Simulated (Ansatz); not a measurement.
## Two structures, one formula

Two relaxed structures of CH3ISi, singlet (PBE0-D4/def2-TZVP; forces vanish, vibrations not checked).

A:

```
6
angstrom
C -0.2772 0.5562 -0.8167
Si 0.1366 -0.1965 0.6430
I 0.9207 -2.4643 0.8018
H -0.6240 1.5840 -0.8133
H -0.2165 0.0651 -1.7792
H 0.0605 0.4555 1.9644
```

B:

| atom | x (Å) | y (Å) | z (Å) |
| --- | --- | --- | --- |
| C1 | -0.1429 | 0.3941 | -0.9126 |
| Si2 | -0.0947 | -0.1512 | 0.8975 |
| I3 | 0.6616 | -2.4965 | 0.5596 |
| H4 | -0.4698 | 1.4346 | -0.9926 |
| H5 | -0.8238 | -0.2387 | -1.4918 |
| H6 | 0.8469 | 0.2964 | -1.3717 |

Computed with Ansatz 0.2.0 (basis: def2-TZVPP); correlated methods freeze the cores. Filled d shells of the heavier atoms are correlated. Core potentials replace the inner electrons of the atoms past krypton. The def2 sets are not built for correlating such inner shells, so the correlated values are less sure here. B3LYP uses VWN-RPA correlation.

Problem. Which structure is lower at CCSD(T), and by how much? (An estimate is asked for; the value comes from the calculation.)

Solution. Computed: B, by 0.477 eV (electronic energy, against the other). By their contacts, A is CH₃ISi ([CH2][SiH][I]) and B is CH₃ISi ([CH3][Si][I]).

All methods give the same order:

```json
{"method": "PBE-D4", "E(B) − E(A) (eV)": "-0.497"}
{"method": "r2SCAN-D4", "E(B) − E(A) (eV)": "-0.390"}
{"method": "PBE0-D4", "E(B) − E(A) (eV)": "-0.525"}
{"method": "B3LYP-D4", "E(B) − E(A) (eV)": "-0.522"}
{"method": "wB97M-V", "E(B) − E(A) (eV)": "-0.593"}
{"method": "HF", "E(B) − E(A) (eV)": "-0.627"}
{"method": "MP2", "E(B) − E(A) (eV)": "-0.402"}
{"method": "CCSD", "E(B) − E(A) (eV)": "-0.527"}
{"method": "CCSD(T)", "E(B) − E(A) (eV)": "-0.477"}
```

No T1 diagnostic of these runs exceeds 0.012. The restricted Hartree–Fock reference is unstable towards an unrestricted one at one or more of these structures.

Labels in which every atom is bracketed show which atoms are joined, not bond orders.

For scale, one of the runs: CCSD(T)/def2-TZVPP, 165 basis functions, launched by `ansatz run in.yaml --threads 2 --pin off --events-out ev --progress --plain --max-ram 4352MiB`. The run took 34 s on 2 CPU threads of an Intel Xeon Platinum 8259CL (shared host), with 1.4 GiB of host memory at its peak.
